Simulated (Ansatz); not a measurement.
C₃H₆OSi (`C#C[SiH2]CO`), relaxed with RKS PBE0-D4/def2-TZVP in the Gaussian-basis code of Ansatz from a PBE-D4/def2-SVP geometry. The force threshold is 0.005 eV/Å; the program also tests the step.

The species carries charge 0 and has multiplicity 1.

Start:

```xyz
11

C     1.617   -0.646    1.878
C     0.712   -0.791    1.057
Si   -0.630   -0.885   -0.207
C    -0.494    0.758   -1.175
O    -0.503    1.860   -0.277
H     2.411   -0.540    2.606
H    -0.428   -2.104   -1.067
H    -1.946   -0.978    0.511
H     0.408    0.739   -1.837
H    -1.370    0.872   -1.849
H     0.224    1.714    0.359
```

By how much does the energy fall, and how many steps does the optimiser take? (An estimate is asked.)

Ansatz gave: 6.26 kJ/mol, in 7 steps.

Which bonds change most? (Best estimate.)

The calculation gave: Si3–C4 from 1.912 to 1.889 Å; C1–C2 from 1.230 to 1.207 Å; C4–H9 from 1.119 to 1.100 Å; Si3–H7 from 1.505 to 1.486 Å.

Give the relaxed structure. (Best estimate.)

The calculation gave: 
```xyz
11

C     1.594   -0.653    1.870
C     0.709   -0.786    1.061
Si   -0.619   -0.873   -0.197
C    -0.498    0.744   -1.167
O    -0.468    1.868   -0.304
H     2.374   -0.553    2.591
H    -0.399   -2.058   -1.065
H    -1.920   -0.993    0.505
H     0.376    0.719   -1.834
H    -1.377    0.859   -1.807
H     0.227    1.727    0.347
```
